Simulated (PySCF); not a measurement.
A PySCF script (with the pyscf-properties extension) for the NMR shieldings of `C=N[Si@@](N)(P)C#CC`, C4H9N2PSi, on a GFN2-xTB geometry:

```python
import basis_set_exchange as bse
import numpy as np
from pyscf import gto, dft
from pyscf.prop import nmr

atoms = """
C    -1.374103    2.169270   -0.826222
N    -1.865203    1.139166   -0.323453
Si   -1.160349   -0.284281    0.375075
N    -1.841156   -0.617234    1.925444
P    -1.848697   -1.936529   -0.988142
C     0.678233   -0.188480    0.609824
C     1.878926   -0.088126    0.649077
C     3.318062    0.021150    0.734984
H    -0.302039    2.375100   -0.902343
H    -2.037555    2.934207   -1.223085
H    -1.839217    0.113458    2.617446
H    -2.713680   -1.118287    1.955470
H    -0.840370   -1.748515   -1.917537
H    -1.127302   -2.906797   -0.318095
H     3.681534    0.743230    0.003692
H     3.607731    0.351049    1.732424
H     3.778186   -0.946351    0.534991
"""
names = dict.fromkeys(["C", "N", "Si", "P", "H"], "pcSseg-1")
basis = {el: gto.basis.parse(bse.get_basis(n, elements=[el], fmt="nwchem")) for el, n in names.items()}
mol = gto.M(atom=atoms, basis=basis, charge=0, verbose=0)
mf = dft.RKS(mol, xc="PBE0")
mf.grids.level = 2
mf.grids.alignment = dft.numint.BLKSIZE   # the property module wants whole blocks of grid points
mf.conv_tol = 1e-9
mf.kernel()

calc = nmr.RKS(mf)   # GIAO
C = mf.mo_coeff
Co = C[:, mf.mo_occ > 0]
resp = mf.gen_response(singlet=True, hermi=2)
def vind(x):   # induced exchange potential for any number of trial vectors
    d = np.einsum("pi,xij,qj->xpq", C, 2 * x.reshape(-1, C.shape[1], Co.shape[1]), Co, optimize=True)
    return np.einsum("xpq,pi,qj->xij", resp(d - d.transpose(0, 2, 1)), C, Co, optimize=True).ravel()
mo1, _ = nmr.rhf.solve_mo1(calc, with_cphf=vind)
sigma = calc.kernel(mo1)
for i, s in enumerate(sigma):   # ppm
    w = np.linalg.eigvalsh((s + s.T) / 2)
    print("%2d %-2s iso %8.1f  s11 %8.1f  s22 %8.1f  s33 %8.1f" % (i, mol.atom_pure_symbol(i), w.mean(), *w))
```

**Question.** What does it print?

**Answer.** 
```
 0 C  iso     16.2  s11    -75.7  s22     -7.0  s33    131.4
 1 N  iso   -167.5  s11   -547.8  s22   -195.6  s33    240.8
 2 Si iso    380.9  s11    360.6  s22    385.5  s33    396.6
 3 N  iso    237.0  s11    216.1  s22    233.6  s33    261.3
 4 P  iso    597.8  s11    537.6  s22    621.7  s33    634.3
 5 C  iso    101.9  s11     11.4  s22     21.0  s33    273.3
 6 C  iso     74.8  s11    -17.5  s22    -13.1  s33    254.8
 7 C  iso    181.2  s11    172.8  s22    173.4  s33    197.4
 8 H  iso     23.1  s11     21.7  s22     21.9  s33     25.8
 9 H  iso     23.2  s11     21.7  s22     23.4  s33     24.6
10 H  iso     31.0  s11     23.9  s22     26.6  s33     42.3
11 H  iso     30.6  s11     23.1  s22     27.7  s33     41.0
12 H  iso     30.7  s11     26.1  s22     27.9  s33     38.1
13 H  iso     30.5  s11     26.0  s22     27.7  s33     37.8
14 H  iso     29.7  s11     24.4  s22     28.2  s33     36.4
15 H  iso     29.6  s11     24.6  s22     27.9  s33     36.5
16 H  iso     29.6  s11     24.5  s22     28.1  s33     36.3
```

These numbers come from an equivalent density-fitted implementation of the same equations, which agrees with the script to about 0.01 ppm for H and up to a few tenths of a ppm for heavy atoms, so last digits may differ.

**Question.** Turn these shieldings into chemical shifts. Shifts are taken against calculated references (same method and geometry level): TMS for ¹³C (σ = 186.93 ppm), ²⁹Si (σ = 349.16 ppm), ¹H (σ = 31.72 ppm); ¹⁵N (σ = 267.73 ppm) against NH3; H3PO4 for ³¹P (σ = 318.38 ppm).

**Answer.** Averaging equivalent atoms: C 0: 170.7; C 6: 112.2; C 5: 85.0; C 7: 5.7; N 1: 435.3; N 3: 30.7; Si 2: -31.7; P 4: -279.5; H 8: 8.58; H 9: 8.49; H 14/15/16: 2.06; H 12/13: 1.13; H 10/11: 0.92 ppm. Experimental scales use liquid or dissolved standards, which lie at an offset from isolated NH3 (liquid NH3: subtract about 20 ppm) and H3PO4. Unscaled 15N shifts of sp2 nitrogen come out 20 to 40 ppm too high even then.

Size and cost of the density-fitted run: 195 basis functions, 63 s wall time on 1 thread of an Arm Neoverse N1, shared host; peak memory 0.86 GiB.
